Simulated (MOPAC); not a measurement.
A run for MOPAC: AM1 on CH4MgO (SMILES [CH3][Mg][OH]), a point of a bond scan (R = 0.874 Å).

```
AM1 1SCF PRECISE CHARGE=0 THREADS=1
CH4MgO

Mg     0.01243978 1    -0.08170774 1     0.05863888 1
C     -0.24275363 1     1.59446996 1    -1.14429716 1
H     -0.86991040 1     2.11806979 1    -0.83281736 1
H     -0.52403952 1     1.31512017 1    -2.16281394 1
H      0.67566808 1     2.18360785 1    -1.20716694 1
O      0.22953244 1    -1.50762973 1     1.08197486 1
H      0.34605594 1    -2.27298687 1     1.63124580 1
```

Program output:

```
*******************************************************************************
 **                                                                           **
 **                              MOPAC v23.2.5                                **
 **                                                                           **
 *******************************************************************************
 ** MOPAC's Digital Object Identifier: https://doi.org/10.5281/zenodo.6511958 **
 **                                                                           **
 ** Please cite the open-source release paper for use of this MOPAC version:  **
 ** J. E. Moussa and J. J. P. Stewart (2026)                                  **
 ** MOPAC: An open-source semiempirical molecular orbital program             **
 ** J. Open Source Softw., 11(119), 8025, https://doi.org/10.21105/joss.08025 **
 *******************************************************************************

                              AM1 CALCULATION RESULTS

 *******************************************************************************
 *  AM1        - The AM1 Hamiltonian to be used
 *
 *
 *
 *                 CHARGE ON SYSTEM = 0
 *
 *
 *
 *  PRECISE    - TIGHTER CRITERIA TO BE USED
 *  1SCF       - DO 1 SCF AND THEN STOP
 *  THREADS=1  - MULTI-THREADING NOT USED
 *  T=         - A TIME OF 172800.0 SECONDS REQUESTED
 *  DUMP=N     - RESTART FILE WRITTEN EVERY 7200.0 SECONDS REQUESTED
 *******************************************************************************
AM1 1SCF PRECISE CHARGE=0 THREADS=1
 CH4MgO

   ATOM   CHEMICAL          X               Y               Z
  NUMBER   SYMBOL      (ANGSTROMS)     (ANGSTROMS)     (ANGSTROMS)

     1      Mg          0.01243978  *  -0.08170774  *   0.05863888  *
     2       C         -0.24275363  *   1.59446996  *  -1.14429716  *
     3       H         -0.86991040  *   2.11806979  *  -0.83281736  *
     4       H         -0.52403952  *   1.31512017  *  -2.16281394  *
     5       H          0.67566808  *   2.18360785  *  -1.20716694  *
     6       O          0.22953244  *  -1.50762973  *   1.08197486  *
     7       H          0.34605594  *  -2.27298687  *   1.63124580  *



          CARTESIAN COORDINATES

    NO.       ATOM           X           Y           Z

     1        Mg          0.0124     -0.0817      0.0586
     2         C         -0.2428      1.5945     -1.1443
     3         H         -0.8699      2.1181     -0.8328
     4         H         -0.5240      1.3151     -2.1628
     5         H          0.6757      2.1836     -1.2072
     6         O          0.2295     -1.5076      1.0820
     7         H          0.3461     -2.2730      1.6312

  H: (AM1): M.J.S. DEWAR ET AL, J. AM. CHEM. SOC. 107 3902-3909 (1985)
  C: (AM1): M.J.S. DEWAR ET AL, J. AM. CHEM. SOC. 107 3902-3909 (1985)
  O: (AM1): M.J.S. DEWAR ET AL, J. AM. CHEM. SOC. 107 3902-3909 (1985)
 Mg: (AM1): J. J. P. STEWART, J. MOL. MOD., 10, 155-164 (2004)

           Empirical Formula: C H4 O Mg  =     7 atoms



      MOLECULAR POINT GROUP   :   Cs


      RHF CALCULATION, NO. OF DOUBLY OCCUPIED LEVELS = 8


 -------------------------------------------------------------------------------
 AM1 1SCF PRECISE CHARGE=0 THREADS=1
 CH4MgO



     1SCF WAS SPECIFIED, SO BFGS WAS NOT USED
     SCF FIELD WAS ACHIEVED


                              AM1 CALCULATION
                                                       MOPAC v23.2.5 Linux




          FINAL HEAT OF FORMATION =        -22.05630 KCAL/MOL =     -92.28356 KJ/MOL


          COSMO AREA              =         96.14 SQUARE ANGSTROMS
          COSMO VOLUME            =         74.96 CUBIC ANGSTROMS

          IONIZATION POTENTIAL    =          9.776556 EV
          HOMO LUMO ENERGIES (EV) =         -9.777  0.594
          NO. OF FILLED LEVELS    =          8
          MOLECULAR WEIGHT        =         56.3470         POINT GROUP:  Cs

          MOLECULAR DIMENSIONS (Angstroms)

            Atom       Atom       Distance
            H     7    H     4     5.29400
            H     5    H     4     1.73802
            H     5    H     3     1.30887


          SCF CALCULATIONS        =          1





   ATOM   CHEMICAL          X               Y               Z
  NUMBER   SYMBOL      (ANGSTROMS)     (ANGSTROMS)     (ANGSTROMS)

     1      Mg          0.01243978  *  -0.08170774  *   0.05863888  *
     2       C         -0.24275363  *   1.59446996  *  -1.14429716  *
     3       H         -0.86991040  *   2.11806979  *  -0.83281736  *
     4       H         -0.52403952  *   1.31512017  *  -2.16281394  *
     5       H          0.67566808  *   2.18360785  *  -1.20716694  *
     6       O          0.22953244  *  -1.50762973  *   1.08197486  *
     7       H          0.34605594  *  -2.27298687  *   1.63124580  *

                             CARTESIAN COORDINATES

   1   Mg        0.012439780    -0.081707740     0.058638880
   2    C       -0.242753630     1.594469960    -1.144297160
   3    H       -0.869910400     2.118069790    -0.832817360
   4    H       -0.524039520     1.315120170    -2.162813940
   5    H        0.675668080     2.183607850    -1.207166940
   6    O        0.229532440    -1.507629730     1.081974860
   7    H        0.346055940    -2.272986870     1.631245800


           Empirical Formula: C H4 O Mg  =     7 atoms



      MOLECULAR POINT GROUP   :   Cs


                  EIGENVALUES
 -33.72198 -29.13068 -15.96381 -13.15403 -12.74648 -10.80677 -10.79557  -9.77656
   0.59353   3.22890   3.24313   4.99491   5.43039   5.65968   6.98783   8.44697


              NET ATOMIC CHARGES AND DIPOLE CONTRIBUTIONS

  ATOM NO.   TYPE          CHARGE      No. of ELECS.   s-Pop       p-Pop
    1         Mg           0.766886        1.2331     0.55643     0.67668
    2          C          -0.429748        4.4297     1.19891     3.23084
    3          H           0.062597        0.9374     0.93740
    4          H           0.060693        0.9393     0.93931
    5          H           0.060693        0.9393     0.93931
    6          O          -0.764337        6.7643     1.75812     5.00622
    7          H           0.243217        0.7568     0.75678
 DIPOLE           X         Y         Z       TOTAL
 POINT-CHG.    -0.109     0.944    -0.721     1.193
 HYBRID         0.172    -1.466     1.116     1.851
 SUM            0.063    -0.522     0.395     0.657


          ATOMIC ORBITAL ELECTRON POPULATIONS

     Atom    s        px        py        pz
    1 Mg   0.55643   0.13778   0.31113   0.22776
    2  C   1.19891   1.01091   1.14533   1.07460
    3  H   0.93740
    4  H   0.93931
    5  H   0.93931
    6  O   1.75812   1.87876   1.45947   1.66799
    7  H   0.75678

 **********************
 *                    *
 * JOB ENDED NORMALLY *
 *                    *
 **********************




 == MOPAC DONE ==
```

The run finished.

Cost: around 0.07 core-seconds (rough).
